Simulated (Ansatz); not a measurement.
```yaml
crystal:
  periodic: [false, false, false]
  atoms:
    - {symbol: C, position_ang: [3.245932, -0.197658, -1.929929]}
    - {symbol: C, position_ang: [3.015831, 1.111508, -1.489026]}
    - {symbol: C, position_ang: [1.769534, 0.736197, -0.850695]}
    - {symbol: C, position_ang: [2.009637, -0.679541, -1.324491]}
    - {symbol: C, position_ang: [1.199423, -1.752380, -1.107287]}
    - {symbol: C, position_ang: [-0.010063, -1.483338, -0.340588]}
    - {symbol: C, position_ang: [-1.022699, -2.387804, 0.030671]}
    - {symbol: C, position_ang: [-2.207537, -2.047596, 0.795989]}
    - {symbol: C, position_ang: [-2.342995, -0.725425, 1.190652]}
    - {symbol: C, position_ang: [-2.941241, 0.539130, 1.830673]}
    - {symbol: C, position_ang: [-1.842256, 1.309010, 1.379411]}
    - {symbol: C, position_ang: [-1.031412, 2.467162, 1.179279]}
    - {symbol: C, position_ang: [0.156807, 2.304531, 0.454662]}
    - {symbol: C, position_ang: [0.647194, 1.056842, -0.121256]}
    - {symbol: C, position_ang: [-0.186368, -0.117026, 0.087188]}
    - {symbol: C, position_ang: [-1.297507, 0.114575, 0.787788]}
    - {symbol: H, position_ang: [4.045191, -0.670032, -2.505922]}
    - {symbol: H, position_ang: [3.567958, 2.048488, -1.590740]}
    - {symbol: H, position_ang: [1.425786, -2.757679, -1.476837]}
    - {symbol: H, position_ang: [-0.915207, -3.432519, -0.280984]}
    - {symbol: H, position_ang: [-2.926313, -2.842220, 1.020218]}
    - {symbol: H, position_ang: [-3.850396, 0.749500, 2.401103]}
    - {symbol: H, position_ang: [-1.286817, 3.462153, 1.557461]}
    - {symbol: H, position_ang: [0.777507, 3.194133, 0.302658]}
basis:
  gaussian: {orbitals: "6-31G*"}
hamiltonian: {xc: {name: B2PLYP}}
scf: {omitted_lower_state_checks: [starts]}
output: {forces: true}
```

```sh
$ ansatz run in.yaml --threads 6 --pin off --events-out ev --progress --plain --max-ram 7833MiB
```

Shortened log:

```
Functional definition: B2PLYP
2573 factors; integrals over basis functions are off by at most 9.4e-4 eV
mean field evaluation 1: about -16673.2870 eV, gradient 4.7e1 eV
mean field evaluation 2: about -16673.3054 eV, gradient 4.7e1 eV
mean field evaluation 4: about -16679.0855 eV, gradient 1.2e1 eV
mean field evaluation 8: about -16679.4548 eV, gradient 3.0e-1 eV
mean field evaluation 16: about -16679.4556 eV, gradient 1.5e-3 eV
mean field -16679.45555203 eV, -612.9586857961 hartree, gradient 7.6e-6 eV, S^2 0.000000; 0 other end points of the search recorded, 0 dependent functions left out; unrestricted orbitals would lower it
16 core orbitals not correlated: weight in the atoms' cores, before any rotation towards them, 1.000 or more for the frozen orbitals, at most 0.000 for the correlated occupied ones
reference -16679.45574794 eV, -612.9586929957 hartree; 36, 36 occupied and 204, 204 virtual orbitals, 2573 factors
second order -69.59612100 eV of doubles, -0.00000000 eV of singles
Total energy: -16698.24670061 eV, -613.6492477694 hartree
Atom 0 at     3.245932    -0.197658    -1.929929 Å, force     0.227241     0.317735    -0.062909 eV/Å
Atom 1 at     3.015831     1.111508    -1.489026 Å, force     0.304134    -0.132960    -0.203276 eV/Å
Atom 2 at     1.769534     0.736197    -0.850695 Å, force    -0.306230    -0.037468     0.166872 eV/Å
Atom 3 at     2.009637    -0.679541    -1.324491 Å, force    -0.235745    -0.178146     0.101188 eV/Å
Atom 4 at     1.199423    -1.752380    -1.107287 Å, force     0.247262    -0.050470    -0.152842 eV/Å
Atom 5 at    -0.010063    -1.483338    -0.340588 Å, force    -0.194223    -0.046756     0.103588 eV/Å
Atom 6 at    -1.022699    -2.387804     0.030671 Å, force     0.157746    -0.135697    -0.127406 eV/Å
Atom 7 at    -2.207537    -2.047596     0.795989 Å, force    -0.186673    -0.034211     0.101166 eV/Å
Atom 8 at    -2.342995    -0.725425     1.190652 Å, force     0.179499    -0.191124    -0.149847 eV/Å
Atom 9 at    -2.941241     0.539130     1.830673 Å, force    -0.080306     0.302280     0.118313 eV/Å
Atom 10 at    -1.842256     1.309010     1.379411 Å, force    -0.234631    -0.141477     0.098971 eV/Å
Atom 11 at    -1.031412     2.467162     1.179279 Å, force     0.101498     0.258974     0.006474 eV/Å
Atom 12 at     0.156807     2.304531     0.454662 Å, force    -0.009546     0.279052     0.068206 eV/Å
Atom 13 at     0.647194     1.056842    -0.121256 Å, force     0.200116    -0.130094    -0.152798 eV/Å
Atom 14 at    -0.186368    -0.117026     0.087188 Å, force    -0.133964    -0.006370     0.074070 eV/Å
Atom 15 at    -1.297507     0.114575     0.787788 Å, force     0.071556    -0.145684    -0.073552 eV/Å
Atom 16 at     4.045191    -0.670032    -2.505922 Å, force    -0.230915     0.155885     0.169919 eV/Å
Atom 17 at     3.567958     2.048488    -1.590740 Å, force    -0.151586    -0.282019     0.022877 eV/Å
Atom 18 at     1.425786    -2.757679    -1.476837 Å, force    -0.055515     0.257014     0.092005 eV/Å
Atom 19 at    -0.915207    -3.432519    -0.280984 Å, force    -0.039725     0.268067     0.087870 eV/Å
Atom 20 at    -2.926313    -2.842220     1.020218 Å, force     0.192927     0.229805    -0.057059 eV/Å
Atom 21 at    -3.850396     0.749500     2.401103 Å, force     0.275749    -0.062879    -0.173993 eV/Å
Atom 22 at    -1.286817     3.462153     1.557461 Å, force     0.069809    -0.277659    -0.104228 eV/Å
Atom 23 at     0.777507     3.194133     0.302658 Å, force    -0.168478    -0.215797     0.046389 eV/Å
Dipole moment:     0.195119     0.162760    -0.078143 e Å
Checks for a lower state left out: starts
```

It took 66 s on 6 threads of Intel Xeon on a shared host, peak host memory 1.3 GiB.

The 6-31G sets use Cartesian d functions. Correlated methods freeze 16 core orbitals. The restricted singlet is unstable: a solution with broken spin symmetry lies lower.
